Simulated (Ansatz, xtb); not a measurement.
H4S3Sn: which of two isomers lies lower

Structure a: `[SH][SnH]([SH])[SH]`, a singlet. Structure b: `S[S][SnH2][SH]`, a singlet. Both are isolated molecules in the gas phase, relaxed with PBE0-D4/def2-SVP; the shapes shown needn't be the lowest conformers.

a (Å):

| atom | x (Å) | y (Å) | z (Å) |
| --- | --- | --- | --- |
| S | -0.1085 | 1.5761 | -1.6145 |
| S | 2.0125 | -0.5454 | 0.8942 |
| S | -1.8145 | -1.2418 | 0.4942 |
| Sn | -0.1408 | 0.5041 | 0.5542 |
| H | -0.8535 | 0.5822 | -2.1480 |
| H | -0.4761 | 1.6327 | 1.7909 |
| H | 2.3331 | -0.3726 | -0.4078 |
| H | -0.8600 | -2.1924 | 0.3808 |

b (Å):

```xyz
8

S     3.2227    1.2138   -3.9050
S     2.0330   -0.4974   -3.7258
S     1.9576    1.1660   -0.1837
Sn    0.5566    0.3618   -1.9804
H     4.1119    0.9142   -2.9266
H    -0.3406    1.6630   -2.6319
H    -0.3778   -0.9318   -1.3662
H     2.3662    2.2338   -0.9055
```

Problem. Which of the two would you expect CCSD(T)/def2-SVP + ΔMP2/def2-TZVPP electronic energies to favour?

Solution. Structure a; the calculation gives E(b) − E(a) = +105.7 kJ/mol.

How the difference moves with the method:

```tsv
level	geometry	E(b) − E(a) (kJ/mol)	departure from the last row (kJ/mol)	job, with rough time for the two
PBE0-D4/def2-SVP	PBE0-D4/def2-SVP	+113.4	+7.7	optimisation, 71 s
HF/def2-SVP	PBE0-D4/def2-SVP	+123.7	+18.0	part of the CCSD(T) run
MP2/def2-SVP	PBE0-D4/def2-SVP	+126.1	+20.4	part of the CCSD(T) run
CCSD(T)/def2-SVP	PBE0-D4/def2-SVP	+119.2	+13.5	single point
CCSD(T)/def2-SVP + ΔMP2/def2-TZVPP	PBE0-D4/def2-SVP	+105.7		single point, 27 s
```

As drawn, b has 1 S–S, 1 Sn–H in place of 1 S–Sn, 1 S–H.

None of the levels shown reverses the order. The largest departure from CCSD(T)/def2-SVP + ΔMP2/def2-TZVPP is that of MP2/def2-SVP, 20.4 kJ/mol. Levels run at GFN2-xTB geometries aren't shown. The last row adds to CCSD(T) the change of the MP2 difference between the two basis sets, here −13.5 kJ/mol, a large step that makes the value less sure.

With harmonic frequencies from PBE0-D4/def2-SVP (ideal gas, rigid rotor, one conformer each, 298.15 K, 1 atm): on the last row, ΔE + ΔZPE = +104.5 kJ/mol. A mode under 50 cm⁻¹ makes harmonic enthalpies and free energies unreliable, so none is given.

The correlated steps freeze 19 core orbitals; the filled d shell of Sn is correlated, in a basis made for valence electrons. Atoms past krypton carry core potentials in the def2 sets and no spin–orbit term is included. Run with Ansatz 0.2.0; the last row on 2 threads of Arm Neoverse V2 on a shared host.
